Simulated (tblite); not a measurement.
C₈H₉ (doublet state).
Numbering: `[CH:1]#[C:2][C@@H:3]1[CH:4]=[CH:5][C@H:6]1[CH:7][CH3:8]` (hydrogens: H9 on C1; H10 on C3; H11 on C4; H12 on C5; H13 on C6; H14 on C7; H15, H16, H17 on C8)
Bond orders are those of one Lewis drawing.

Computed with GFN2-xTB (tblite), gas phase: L-BFGS steps from a force-field or distance-geometry start until the largest atomic force falls under 0.01 eV/Å.

At the end of the run (lengths in Å): C3–C6 1.619, C2–C3 1.433, C3–C4 1.508, C5–C6 1.513, C6–H13 1.093, C6–C7 1.452, C8–H15 1.088, C6–C7–C8 123.1°, C2–C3–C4 117.0°, C4–C5–C6 96.0°, C3–C6–C5 83.9°, C2–C3–C4–C5 -116°, C3–C4–C5–C6 1°, C4–C5–C6–C7 -118°, H13–C6–C7–C8 -22°, H15–C8–C7–C6 8°.

Question: These geometries were met on the way; a selection of coordinates is given. Order them by energy above the end point, lowest first.
A. C3–C6 1.612, C2–C3 1.434, C3–C4 1.508, C5–C6 1.506, C6–H13 1.095, C6–C7 1.460, C8–H15 1.087, C6–C7–C8 120.2°, C2–C3–C4 115.5°, C4–C5–C6 95.5°, C3–C6–C5 84.6°, C2–C3–C4–C5 -114°, C3–C4–C5–C6 -1°, C4–C5–C6–C7 -113°, H13–C6–C7–C8 -58°, H15–C8–C7–C6 31°
B. C3–C6 1.453, C2–C3 1.501, C3–C4 1.445, C5–C6 1.460, C6–H13 1.142, C6–C7 1.497, C8–H15 1.131, C6–C7–C8 115.0°, C2–C3–C4 111.2°, C4–C5–C6 92.3°, C3–C6–C5 87.0°, C2–C3–C4–C5 -114°, C3–C4–C5–C6 0°, C4–C5–C6–C7 -121°, H13–C6–C7–C8 -73°, H15–C8–C7–C6 42°
C. C3–C6 1.616, C2–C3 1.425, C3–C4 1.506, C5–C6 1.496, C6–H13 1.091, C6–C7 1.462, C8–H15 1.090, C6–C7–C8 118.2°, C2–C3–C4 114.4°, C4–C5–C6 96.1°, C3–C6–C5 84.2°, C2–C3–C4–C5 -111°, C3–C4–C5–C6 -1°, C4–C5–C6–C7 -114°, H13–C6–C7–C8 -64°, H15–C8–C7–C6 36°
D. C3–C6 1.590, C2–C3 1.426, C3–C4 1.528, C5–C6 1.515, C6–H13 1.089, C6–C7 1.462, C8–H15 1.105, C6–C7–C8 116.3°, C2–C3–C4 112.0°, C4–C5–C6 94.7°, C3–C6–C5 85.7°, C2–C3–C4–C5 -111°, C3–C4–C5–C6 0°, C4–C5–C6–C7 -116°, H13–C6–C7–C8 -68°, H15–C8–C7–C6 38°
E. C3–C6 1.616, C2–C3 1.433, C3–C4 1.510, C5–C6 1.503, C6–H13 1.094, C6–C7 1.459, C8–H15 1.086, C6–C7–C8 119.6°, C2–C3–C4 115.1°, C4–C5–C6 95.6°, C3–C6–C5 84.6°, C2–C3–C4–C5 -112°, C3–C4–C5–C6 -1°, C4–C5–C6–C7 -114°, H13–C6–C7–C8 -62°, H15–C8–C7–C6 34°

Answer: A (0.055 eV), E (0.090 eV), C (0.155 eV), D (0.279 eV), B (0.733 eV).

```csv
step,E above end (eV),"rms distance from the end, all atoms (Å)",largest force (eV/Å),rms shift of all bonds from the end (Å)
16,0.055,0.372,0.108,0.003
6,0.090,0.390,0.318,0.004
3,0.155,0.392,1.832,0.010
1,0.279,0.394,3.098,0.018
0,0.733,0.396,5.437,0.053
```

Rows stand in the order of the answer.
